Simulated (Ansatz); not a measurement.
Born–Oppenheimer molecular dynamics of H$_{6}$OSeSi (9 atoms, charge 0, multiplicity 1). It starts at the highest image of a converged band, a first-order saddle point between two minima.

Computed with Ansatz, UKS PBE-D4/def2-SVP.

```yaml
ensemble: NVE (velocity Verlet)
time_step: 0.5 fs
steps_asked: 200
starting_velocities_drawn_for: 100 K
seed: 9490
```

First frame:

```xyz
9
Properties=species:S:1:pos:R:3
Si -0.584 -0.508 0.314
H 0.651 -1.480 -0.487
H -1.506 -1.569 -0.225
H -0.150 -0.836 1.709
O -1.529 0.824 -0.056
H 1.165 -0.688 -0.342
Se 1.630 1.105 0.167
H -1.052 1.651 0.163
H 1.375 1.501 -1.244
```

Question: How far do the bonds stretch over the last three quarters of this one trajectory? (Pairs bonded in most of those frames.)

Answer: 
```
  bond  mean (Å)  spread (Å)  shortest  longest
Si1–H2     1.523       0.056      1.43     1.61
Si1–H3     1.505       0.008      1.49     1.52
Si1–H4     1.515       0.021      1.48     1.55
Si1–O5     1.691       0.007      1.68     1.71
 O5–H8     0.978       0.011      0.96     1.00
H6–Se7     1.513       0.098      1.36     1.65
Se7–H9     1.494       0.007      1.48     1.51
```

Mean temperature of the second half: 1322 K. The conserved energy stayed within 0.2 meV per atom of its start (net change -0.028 meV per atom), so the integration is sound. The system heated up, since it started high on the potential surface and ran downhill. A run of 0.1 ps of so small a system gives no equilibrium averages. The orbitals stay closed-shell, which can raise the energy where a bond breaks towards radicals; this wasn't checked here.

The run took 8.6 min on 2 threads of Arm Neoverse V1, on a shared host, peak memory 0.15 GiB.
